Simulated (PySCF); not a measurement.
Isomers of C7H9NOSi, mass 151.045 u with the commonest isotopes. Method: PBE0/pcSseg-1 in PySCF (dipole) on a GFN2-xTB geometry, gas phase. One conformer each, none proved a minimum here; rigid rotors.

Question: Order these by rotational constant C, smallest first.
A. `[CH2:1]=[CH:2][Si@H:3]1[CH:4]=[CH:5][C:6]([NH:7][CH:8]=[O:9])=[CH:10]1` with C1–C2–Si3–C4 121°, C5–C6–N7–C8 -3°, C6–N7–C8–O9 0°
B. `[CH3:1]/[C:2]([CH:3]=[O:4])=[CH:5]/[CH:6]=[CH:7]\[SiH2:8][C:9]#[N:10]` with C1–C2–C3–O4 1°, C2–C5–C6–C7 179°, C6–C7–Si8–C9 -45°
C. `[CH:1]#[C:2][C@@H:3]1[SiH2:4][CH2:5][CH2:6][O:7][C@@H:8]1[C:9]#[N:10]` with C2–C3–Si4–C5 -167°, C3–Si4–C5–C6 44°, Si4–C5–C6–O7 -57°, C5–C6–O7–C8 71°
D. `[CH2:1]=[C:2]([C:3]#[N:4])[Si@H:5]1[CH2:6][CH:7]=[C:8]([CH3:9])[O:10]1` with C1–C2–Si5–C6 -91°

Answer: B (448.7 MHz), A (493.8 MHz), D (593.6 MHz), C (834.3 MHz).

Question: Order these by dipole moment, largest first.
A. `[CH2:1]=[CH:2][Si@H:3]1[CH:4]=[CH:5][C:6]([NH:7][CH:8]=[O:9])=[CH:10]1` with C1–C2–Si3–C4 121°, C5–C6–N7–C8 -3°, C6–N7–C8–O9 0°
B. `[CH3:1]/[C:2]([CH:3]=[O:4])=[CH:5]/[CH:6]=[CH:7]\[SiH2:8][C:9]#[N:10]` with C1–C2–C3–O4 1°, C2–C5–C6–C7 179°, C6–C7–Si8–C9 -45°
C. `[CH2:1]=[C:2]([C:3]#[N:4])[Si@H:5]1[CH2:6][CH:7]=[C:8]([CH3:9])[O:10]1` with C1–C2–Si5–C6 -91°

Answer: B (4.47 D), C (4.11 D), A (3.34 D).

Question: Order these by out-of-plane moment Σ m c² = (Ia + Ib − Ic)/2, largest first.
A. `[CH:1]#[C:2][C@@H:3]1[SiH2:4][CH2:5][CH2:6][O:7][C@@H:8]1[C:9]#[N:10]` with C2–C3–Si4–C5 -167°, C3–Si4–C5–C6 44°, Si4–C5–C6–O7 -57°, C5–C6–O7–C8 71°
B. `[CH3:1]/[C:2]([CH:3]=[O:4])=[CH:5]/[CH:6]=[CH:7]\[SiH2:8][C:9]#[N:10]` with C1–C2–C3–O4 1°, C2–C5–C6–C7 179°, C6–C7–Si8–C9 -45°
C. `[CH2:1]=[C:2]([C:3]#[N:4])[Si@H:5]1[CH2:6][CH:7]=[C:8]([CH3:9])[O:10]1` with C1–C2–Si5–C6 -91°
D. `[CH2:1]=[CH:2][Si@H:3]1[CH:4]=[CH:5][C:6]([NH:7][CH:8]=[O:9])=[CH:10]1` with C1–C2–Si3–C4 121°, C5–C6–N7–C8 -3°, C6–N7–C8–O9 0°

Answer: A (88.25 u·Å²), C (44.52 u·Å²), D (33.15 u·Å²), B (29.95 u·Å²).

| SMILES | point group | Ia (u·Å²) | Ib (u·Å²) | Ic (u·Å²) | κ | μa (D) | μb (D) | μc (D) |
| --- | --- | --- | --- | --- | --- | --- | --- | --- |
| C=C(C#N)[Si@H]1CC=C(C)O1 | C1 | 184.65 | 755.72 | 851.33 | -0.93 | 3.70 | 1.25 | 1.29 |
| C/C(C=O)=C/C=C\[SiH2]C#N | C1 | 245.02 | 941.14 | 1126.27 | -0.89 | 2.33 | 3.52 | 1.47 |
| C=C[Si@H]1C=CC(NC=O)=C1 | C1 | 135.82 | 954.00 | 1023.51 | -0.98 | 1.45 | 3.00 | 0.07 |
| C#C[C@@H]1[SiH2]CCO[C@@H]1C#N | C1 | 316.35 | 465.88 | 605.74 | -0.34 | 1.41 | 2.52 | 1.43 |
